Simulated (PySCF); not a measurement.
A run for PySCF: R-M06-2X/def2-TZVPP on H4OSeSi (SMILES [SiH3]O[SeH]), a point of a torsion scan.

```python
from pyscf import gto, dft

mol = gto.M(
    atom='''
    Si    0.86901875   -0.23996596    0.09234169
    O    -0.19629596    0.95748062   -0.22234558
    Se   -2.00275882    1.06554272   -0.04245499
    H     0.52958440   -1.41914873   -0.71126626
    H     2.07094138    0.45904776   -0.33477958
    H     0.84230901   -0.61004123    1.50851703
    H    -2.27725645   -0.35279727   -0.26384657
    ''',
    basis='def2-tzvpp',
    charge=0, spin=0, verbose=4, max_memory=1800)
mf = dft.RKS(mol, xc='m062x').density_fit(auxbasis='def2-universal-jkfit')
mf.grids.level = 4
mf.conv_tol = 1e-9
mf.max_cycle = 150
mf.kernel()
mf.dip_moment()
```

It printed:

```
PySCF version 2.14.0

[INPUT] verbose = 4
[INPUT] num. atoms = 7
[INPUT] num. electrons = 60
[INPUT] charge = 0
[INPUT] spin (= nelec alpha-beta = 2S) = 0
[INPUT] symmetry False subgroup None
[INPUT] Mole.unit = angstrom
[INPUT] Symbol           X                Y                Z      unit          X                Y                Z       unit  Magmom
[INPUT]  1 Si     0.869018750000  -0.239965960000   0.092341690000 AA    1.642207434612  -0.453469943618   0.174500503979 Bohr   0.0
[INPUT]  2 O     -0.196295960000   0.957480620000  -0.222345580000 AA   -0.370945603759   1.809376141379  -0.420172251208 Bohr   0.0
[INPUT]  3 Se    -2.002758820000   1.065542720000  -0.042454990000 AA   -3.784665663357   2.013583914824  -0.080228303721 Bohr   0.0
[INPUT]  4 H      0.529584400000  -1.419148730000  -0.711266260000 AA    1.000769475842  -2.681802429724  -1.344098433044 Bohr   0.0
[INPUT]  5 H      2.070941380000   0.459047760000  -0.334779580000 AA    3.913512028229   0.867474544495  -0.632641718297 Bohr   0.0
[INPUT]  6 H      0.842309010000  -0.610041230000   1.508517030000 AA    1.591733341154  -1.152810849393   2.850684040942 Bohr   0.0
[INPUT]  7 H     -2.277256450000  -0.352797270000  -0.263846570000 AA   -4.303391005899  -0.666690217794  -0.498597756206 Bohr   0.0

nuclear repulsion = 247.298724010919
number of shells = 65
number of NR pGTOs = 276
number of NR cGTOs = 177
basis = def2-tzvpp
ecp = {}


******** <class 'pyscf.df.df_jk.DFRKS'> ********
method = DFRKS
initial guess = minao
damping factor = 0
level_shift factor = 0
DIIS = <class 'pyscf.scf.diis.CDIIS'>
diis_start_cycle = 1
diis_space = 8
diis_damp = 0
SCF conv_tol = 1e-09
SCF conv_tol_grad = None
SCF max_cycles = 150
direct_scf = False
XC library pyscf.dft.libxc version 7.1.2
    S. Lehtola, C. Steigemann, M. J. T. Oliveira, and M. A. L. Marques,  SoftwareX 7, 1–5 (2018)
XC functionals = m062x
    Y. Zhao and D. G. Truhlar,  Theor. Chem. Acc. 120, 215 (2008)
    Y. Zhao and D. G. Truhlar,  Theor. Chem. Acc. 120, 215 (2008)
radial grids:
    Treutler-Ahlrichs [JCP 102, 346 (1995); DOI:10.1063/1.469408] (M4) radial grids

becke partition: Becke, JCP 88, 2547 (1988); DOI:10.1063/1.454033
pruning grids: <function nwchem_prune>
grids dens level: 4
symmetrized grids: False
atomic radii adjust function: <function treutler_atomic_radii_adjust>
small_rho_cutoff = 0
Set gradient conv threshold to 3.16228e-05
Initial guess from minao.
tot grids = 150200
******** <class 'pyscf.df.df.DF'> ********
auxbasis = def2-universal-jkfit
init E= -2767.87744677908
  HOMO = -0.260804234485306  LUMO = -0.114151835593667  gap/eV = 3.99062
cycle= 1 E= -2768.60968972044  delta_E= -0.732  |g|= 0.637  |ddm|= 2.12
  HOMO = -0.240756630382876  LUMO = -0.0111594897104141  gap/eV = 6.24766
cycle= 2 E= -2768.5308908278  delta_E= 0.0788  |g|= 0.924  |ddm|= 0.797
  HOMO = -0.291899213170431  LUMO = -0.0307275953235475  gap/eV = 7.10684
cycle= 3 E= -2768.68352393731  delta_E= -0.153  |g|= 0.0761  |ddm|= 0.491
  HOMO = -0.288249509538069  LUMO = -0.0230280693707314  gap/eV = 7.21704
cycle= 4 E= -2768.68453026029  delta_E= -0.00101  |g|= 0.0204  |ddm|= 0.0613
  HOMO = -0.290014094672216  LUMO = -0.0236232785869035  gap/eV = 7.24886
cycle= 5 E= -2768.68459488949  delta_E= -6.46e-05  |g|= 0.00283  |ddm|= 0.0135
  HOMO = -0.289686339407282  LUMO = -0.0234602213795299  gap/eV = 7.24438
cycle= 6 E= -2768.68459647255  delta_E= -1.58e-06  |g|= 0.000878  |ddm|= 0.00271
  HOMO = -0.289726321907317  LUMO = -0.0234831668405988  gap/eV = 7.24485
cycle= 7 E= -2768.68459662714  delta_E= -1.55e-07  |g|= 0.000218  |ddm|= 0.000942
  HOMO = -0.289716335061172  LUMO = -0.0234712077044179  gap/eV = 7.24490
cycle= 8 E= -2768.68459664331  delta_E= -1.62e-08  |g|= 5.42e-05  |ddm|= 0.00026
  HOMO = -0.289718246569848  LUMO = -0.0234706756277205  gap/eV = 7.24497
cycle= 9 E= -2768.68459664457  delta_E= -1.26e-09  |g|= 1.23e-05  |ddm|= 8.49e-05
  HOMO = -0.28971710832851  LUMO = -0.0234699101015536  gap/eV = 7.24496
cycle= 10 E= -2768.68459664465  delta_E= -8.5e-11  |g|= 4.17e-06  |ddm|= 2.34e-05
  HOMO = -0.289717571453394  LUMO = -0.0234703138649692  gap/eV = 7.24496
Extra cycle  E= -2768.68459664466  delta_E= -8.64e-12  |g|= 3.15e-06  |ddm|= 8.53e-06
converged SCF energy = -2768.68459664466
Dipole moment(X, Y, Z, Debye): -0.50074, -1.19211,  0.23753
```

Self-consistency was reached.

Cost: very roughly 27 core-seconds.
